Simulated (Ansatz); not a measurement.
CH4FNOSi can be A, `NC(=O)[SiH2]F`, or B, `N[Si]1(F)CO1`.

Computed with Ansatz on PBE0-D4/def2-TZVP structures; ΔE is electronic, products minus reactants. CBS: MP2 limit from def2 TZ/QZ plus the TZ coupled-cluster correction, frozen cores. DFT in def2-TZVPP. B3LYP here is the variant with VWN-RPA as its local correlation; programs differ in this. One conformer a species, not always the lowest.

A:

```xyz
9

N    -1.337   -0.806    0.088
C    -0.613    0.303    0.343
O    -1.048    1.280    0.930
Si    1.202    0.427   -0.213
F     1.640   -0.923   -0.969
H    -2.298   -0.853    0.391
H    -0.935   -1.587   -0.399
H     1.334    1.560   -1.153
H     2.054    0.599    0.982
```

B:

Z-matrix (Å, degrees):
```
Si
F 1 1.585
C 1 1.788 2 119.8
N 1 1.676 2 105.9 3 159.7
O 1 1.625 2 119.7 3 -61.7
H 3 1.088 1 122.7 2 -9.9
H 3 1.088 1 123.7 2 157.8
H 4 1.004 1 123.0 2 170.0
H 4 1.004 1 122.8 2 -14.7
```

Which is lower in electronic energy at CCSD(T)/CBS, and by how much? (Best estimate.)

Computed: B, by 17.4 kcal/mol.

Give E(B) − E(A) in kcal/mol with PBE0-D4, MP2/def2-TZVPP, B3LYP-D4, CCSD/def2-TZVPP, CCSD(T)/def2-SVP, HF/def2-TZVPP, BLYP-D4. (Estimate.)

Ansatz gave: PBE0-D4 -13.7, MP2/def2-TZVPP -18.0, B3LYP-D4 -11.5, CCSD/def2-TZVPP -16.7, CCSD(T)/def2-SVP -1.0, HF/def2-TZVPP -11.4, BLYP-D4 -8.6. None reverses the order clearly.

Does the order hold for the free energy at 298.15 K (harmonic terms from PBE0-D4)? (An estimate is asked.)

The calculation gave: Yes: G(B) − G(A) = -14.3 kcal/mol, for one conformer each.

Largest T1 diagnostic: 0.015.

Leaving LDA and LC-ωPBE aside and taking each functional with its dispersion term where it has one, the values, not all of them listed here, spread over 8.2 kcal/mol, from B97M-V to BLYP-D4. LDA lies −3.0 kcal/mol from PBE without D4. From PBE to PBE0 (25 % exact exchange), in def2-TZVPP and without D4, E(B) − E(A) moves by −3.3 kcal/mol.
